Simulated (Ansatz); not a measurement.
# Molecular dynamics of C2H3AlSi

input.yaml

```yaml
crystal:
  periodic: [false, false, false]
  atoms:
    - { symbol: C, position_ang: [-0.855813, -0.829253, 0.434375] }
    - { symbol: Si, position_ang: [0.196706, -1.893839, 1.444601] }
    - { symbol: Al, position_ang: [1.15294, -0.15551, -0.206277] }
    - { symbol: C, position_ang: [-0.846375, 0.434232, 0.010874] }
    - { symbol: H, position_ang: [1.558443, 0.000515, -1.754067] }
    - { symbol: H, position_ang: [-1.55786, 1.192987, -0.348681] }
    - { symbol: H, position_ang: [0.351959, 1.250878, 0.419184] }
magnetization:
  spin_polarized: true
basis:
  gaussian: { orbitals: def2-SVP }
hamiltonian:
  xc: revpbe
md:
  timestep: 0.5
  n_steps: 200
  ensemble: nve
  temperature: 100.0
  initial_velocities: maxwell_boltzmann
  seed: 11520
```

Launched with:

```bash
$ ansatz run input.yaml --threads 2 --pin off --max-ram 3072MiB --backend cpu --events-out ev --progress --plain --runs-dir out
```

It starts at the highest image of a converged band. Of that band: The profile has 2 maxima (images 2, 5) with wells between them (image 4): this band takes more than one step, which may be the mechanism or a detour left from its start path. Neighbouring images differ by up to 2.0 eV, so the band resolves the path poorly. A vibrational analysis at the climbing image gives one clearly imaginary mode, 974i cm⁻¹: a first-order saddle point.

Output, in part (one step line in 4, the closing report, with atoms numbered from 0):

```
md step     0: t =     0.00 fs  T =   100.0 K  F+E_penalty+E_count = -16583.16954343 eV  E_kin = 0.064630 eV  conserved = -16583.10491343 eV  (110 SCF iters)
md step     4: t =     2.00 fs  T =    91.6 K  F+E_penalty+E_count = -16583.16404546 eV  E_kin = 0.059200 eV  conserved = -16583.10484531 eV  (48 SCF iters)
md step     8: t =     4.00 fs  T =    81.2 K  F+E_penalty+E_count = -16583.15732401 eV  E_kin = 0.052461 eV  conserved = -16583.10486342 eV  (42 SCF iters)
md step    12: t =     6.00 fs  T =    67.7 K  F+E_penalty+E_count = -16583.14861675 eV  E_kin = 0.043768 eV  conserved = -16583.10484868 eV  (49 SCF iters)
md step    16: t =     8.00 fs  T =    57.3 K  F+E_penalty+E_count = -16583.14181781 eV  E_kin = 0.037018 eV  conserved = -16583.10479938 eV  (49 SCF iters)
md step    20: t =    10.00 fs  T =    63.7 K  F+E_penalty+E_count = -16583.14598783 eV  E_kin = 0.041140 eV  conserved = -16583.10484817 eV  (49 SCF iters)
md step    24: t =    12.00 fs  T =    77.0 K  F+E_penalty+E_count = -16583.15452425 eV  E_kin = 0.049742 eV  conserved = -16583.10478186 eV  (52 SCF iters)
md step    28: t =    14.00 fs  T =   117.6 K  F+E_penalty+E_count = -16583.18077010 eV  E_kin = 0.076032 eV  conserved = -16583.10473819 eV  (44 SCF iters)
md step    32: t =    16.00 fs  T =   203.1 K  F+E_penalty+E_count = -16583.23601597 eV  E_kin = 0.131284 eV  conserved = -16583.10473156 eV  (39 SCF iters)
md step    36: t =    18.00 fs  T =   343.3 K  F+E_penalty+E_count = -16583.32652156 eV  E_kin = 0.221860 eV  conserved = -16583.10466194 eV  (38 SCF iters)
md step    40: t =    20.00 fs  T =   561.1 K  F+E_penalty+E_count = -16583.46744293 eV  E_kin = 0.362658 eV  conserved = -16583.10478493 eV  (38 SCF iters)
md step    44: t =    22.00 fs  T =   827.4 K  F+E_penalty+E_count = -16583.63967583 eV  E_kin = 0.534747 eV  conserved = -16583.10492923 eV  (39 SCF iters)
md step    48: t =    24.00 fs  T =  1102.2 K  F+E_penalty+E_count = -16583.81741502 eV  E_kin = 0.712355 eV  conserved = -16583.10506047 eV  (78 SCF iters)
md step    52: t =    26.00 fs  T =  1346.3 K  F+E_penalty+E_count = -16583.97535900 eV  E_kin = 0.870119 eV  conserved = -16583.10523950 eV  (38 SCF iters)
md step    56: t =    28.00 fs  T =  1514.7 K  F+E_penalty+E_count = -16584.08421105 eV  E_kin = 0.978978 eV  conserved = -16583.10523305 eV  (39 SCF iters)
md step    60: t =    30.00 fs  T =  1610.8 K  F+E_penalty+E_count = -16584.14633089 eV  E_kin = 1.041061 eV  conserved = -16583.10526948 eV  (37 SCF iters)
md step    64: t =    32.00 fs  T =  1632.8 K  F+E_penalty+E_count = -16584.16048593 eV  E_kin = 1.055257 eV  conserved = -16583.10522887 eV  (38 SCF iters)
md step    68: t =    34.00 fs  T =  1599.7 K  F+E_penalty+E_count = -16584.13900920 eV  E_kin = 1.033876 eV  conserved = -16583.10513348 eV  (37 SCF iters)
md step    72: t =    36.00 fs  T =  1539.0 K  F+E_penalty+E_count = -16584.09986889 eV  E_kin = 0.994677 eV  conserved = -16583.10519158 eV  (39 SCF iters)
md step    76: t =    38.00 fs  T =  1436.7 K  F+E_penalty+E_count = -16584.03368552 eV  E_kin = 0.928545 eV  conserved = -16583.10514083 eV  (39 SCF iters)
md step    80: t =    40.00 fs  T =  1301.5 K  F+E_penalty+E_count = -16583.94628695 eV  E_kin = 0.841182 eV  conserved = -16583.10510538 eV  (38 SCF iters)
md step    84: t =    42.00 fs  T =  1140.5 K  F+E_penalty+E_count = -16583.84217634 eV  E_kin = 0.737097 eV  conserved = -16583.10507935 eV  (38 SCF iters)
md step    88: t =    44.00 fs  T =   958.6 K  F+E_penalty+E_count = -16583.72451061 eV  E_kin = 0.619541 eV  conserved = -16583.10496916 eV  (37 SCF iters)
md step    92: t =    46.00 fs  T =   786.6 K  F+E_penalty+E_count = -16583.61328386 eV  E_kin = 0.508359 eV  conserved = -16583.10492437 eV  (37 SCF iters)
md step    96: t =    48.00 fs  T =   649.7 K  F+E_penalty+E_count = -16583.52475136 eV  E_kin = 0.419910 eV  conserved = -16583.10484158 eV  (36 SCF iters)
md step   100: t =    50.00 fs  T =   582.3 K  F+E_penalty+E_count = -16583.48113686 eV  E_kin = 0.376346 eV  conserved = -16583.10479051 eV  (37 SCF iters)
md step   104: t =    52.00 fs  T =   602.6 K  F+E_penalty+E_count = -16583.49431613 eV  E_kin = 0.389471 eV  conserved = -16583.10484500 eV  (37 SCF iters)
md step   108: t =    54.00 fs  T =   695.3 K  F+E_penalty+E_count = -16583.55423560 eV  E_kin = 0.449397 eV  conserved = -16583.10483885 eV  (37 SCF iters)
md step   112: t =    56.00 fs  T =   854.8 K  F+E_penalty+E_count = -16583.65742670 eV  E_kin = 0.552481 eV  conserved = -16583.10494600 eV  (37 SCF iters)
md step   116: t =    58.00 fs  T =  1041.2 K  F+E_penalty+E_count = -16583.77802676 eV  E_kin = 0.672900 eV  conserved = -16583.10512715 eV  (37 SCF iters)
md step   120: t =    60.00 fs  T =  1199.4 K  F+E_penalty+E_count = -16583.88024516 eV  E_kin = 0.775141 eV  conserved = -16583.10510396 eV  (37 SCF iters)
md step   124: t =    62.00 fs  T =  1332.9 K  F+E_penalty+E_count = -16583.96655975 eV  E_kin = 0.861436 eV  conserved = -16583.10512363 eV  (38 SCF iters)
md step   128: t =    64.00 fs  T =  1433.9 K  F+E_penalty+E_count = -16584.03192312 eV  E_kin = 0.926760 eV  conserved = -16583.10516341 eV  (37 SCF iters)
md step   132: t =    66.00 fs  T =  1489.6 K  F+E_penalty+E_count = -16584.06776777 eV  E_kin = 0.962721 eV  conserved = -16583.10504690 eV  (38 SCF iters)
md step   136: t =    68.00 fs  T =  1527.8 K  F+E_penalty+E_count = -16584.09252760 eV  E_kin = 0.987428 eV  conserved = -16583.10509974 eV  (38 SCF iters)
md step   140: t =    70.00 fs  T =  1542.9 K  F+E_penalty+E_count = -16584.10228601 eV  E_kin = 0.997173 eV  conserved = -16583.10511326 eV  (38 SCF iters)
md step   144: t =    72.00 fs  T =  1533.1 K  F+E_penalty+E_count = -16584.09595423 eV  E_kin = 0.990824 eV  conserved = -16583.10513013 eV  (38 SCF iters)
md step   148: t =    74.00 fs  T =  1491.6 K  F+E_penalty+E_count = -16584.06925306 eV  E_kin = 0.964017 eV  conserved = -16583.10523628 eV  (38 SCF iters)
md step   152: t =    76.00 fs  T =  1387.3 K  F+E_penalty+E_count = -16584.00178451 eV  E_kin = 0.896581 eV  conserved = -16583.10520348 eV  (38 SCF iters)
md step   156: t =    78.00 fs  T =  1221.1 K  F+E_penalty+E_count = -16583.89442288 eV  E_kin = 0.789190 eV  conserved = -16583.10523291 eV  (38 SCF iters)
md step   160: t =    80.00 fs  T =   987.9 K  F+E_penalty+E_count = -16583.74362620 eV  E_kin = 0.638490 eV  conserved = -16583.10513617 eV  (38 SCF iters)
md step   164: t =    82.00 fs  T =   725.7 K  F+E_penalty+E_count = -16583.57388064 eV  E_kin = 0.468995 eV  conserved = -16583.10488579 eV  (38 SCF iters)
md step   168: t =    84.00 fs  T =   519.4 K  F+E_penalty+E_count = -16583.44043118 eV  E_kin = 0.335664 eV  conserved = -16583.10476719 eV  (40 SCF iters)
md step   172: t =    86.00 fs  T =   418.5 K  F+E_penalty+E_count = -16583.37511507 eV  E_kin = 0.270477 eV  conserved = -16583.10463856 eV  (41 SCF iters)
md step   176: t =    88.00 fs  T =   464.3 K  F+E_penalty+E_count = -16583.40473786 eV  E_kin = 0.300092 eV  conserved = -16583.10464540 eV  (39 SCF iters)
md step   180: t =    90.00 fs  T =   648.9 K  F+E_penalty+E_count = -16583.52426247 eV  E_kin = 0.419386 eV  conserved = -16583.10487676 eV  (39 SCF iters)
md step   184: t =    92.00 fs  T =   897.4 K  F+E_penalty+E_count = -16583.68499078 eV  E_kin = 0.579972 eV  conserved = -16583.10501846 eV  (38 SCF iters)
md step   188: t =    94.00 fs  T =  1152.9 K  F+E_penalty+E_count = -16583.85029389 eV  E_kin = 0.745097 eV  conserved = -16583.10519683 eV  (38 SCF iters)
md step   192: t =    96.00 fs  T =  1354.5 K  F+E_penalty+E_count = -16583.98070406 eV  E_kin = 0.875385 eV  conserved = -16583.10531946 eV  (39 SCF iters)
md step   196: t =    98.00 fs  T =  1462.5 K  F+E_penalty+E_count = -16584.05050409 eV  E_kin = 0.945217 eV  conserved = -16583.10528689 eV  (39 SCF iters)
md step   200: t =   100.00 fs  T =  1480.1 K  F+E_penalty+E_count = -16584.06192766 eV  E_kin = 0.956590 eV  conserved = -16583.10533767 eV  (83 SCF iters)
Total energy: -16584.06197558 eV, -609.4530365215 hartree
Atom 0 at    -0.668175    -0.642025     0.770076 Å, force    -0.705237     0.760200    -0.451126 eV/Å
Atom 1 at     0.118726    -2.047738     1.419941 Å, force     0.671755    -0.451479     0.502981 eV/Å
Atom 2 at     1.180760     0.042195    -0.273798 Å, force    -0.818408    -0.379903    -0.300675 eV/Å
Atom 3 at    -1.011069     0.275384    -0.113736 Å, force     0.985904    -0.399772    -0.318212 eV/Å
Atom 4 at     1.849529    -1.138006    -1.275272 Å, force    -0.422149     0.795140     0.348427 eV/Å
Atom 5 at    -1.957887     0.684989    -0.494986 Å, force    -0.084248     0.006998     0.055454 eV/Å
Atom 6 at     1.615532     1.555118     0.065839 Å, force     0.372383    -0.331184     0.163151 eV/Å
Dipole moment:    -0.261483    -0.061584     0.078494 e Å
```

All steps were run. The conserved energy stayed within 0.061 meV per atom of its start (net change -0.061 meV per atom), so the integration is sound. The kinetic energy rose, since the run started high on the potential surface and went downhill. A run of 0.1 ps of so small a system gives no equilibrium averages. The orbitals were unrestricted but ended closed-shell.

Between its relaxed ends the band would form Al3–C4, Al3–H7 and break C4–H7. These pairs go: Al3–C4 2.10 → 2.21 Å, Al3–H7 1.74 → 1.61 Å, C4–H7 1.51 → 2.93 Å. In the last frame they stand as after the step (other bonds may differ from the relaxed reactants and products). It ends as one piece, C2H3AlSi. Pairs count as bonded within 1.25 times the sum of covalent radii (0.12 Å more for H–H).

Last frame:

```xyz
7
Properties=species:S:1:pos:R:3
C -0.668 -0.642 0.770
Si 0.119 -2.048 1.420
Al 1.181 0.042 -0.274
C -1.011 0.275 -0.114
H 1.849 -1.138 -1.275
H -1.958 0.685 -0.495
H 1.615 1.555 0.066
```

The run took 4.5 min on 2 threads of Intel(R) Xeon(R) Platinum 8488C (Sapphire Rapids), on a shared host, peak memory 0.21 GiB.
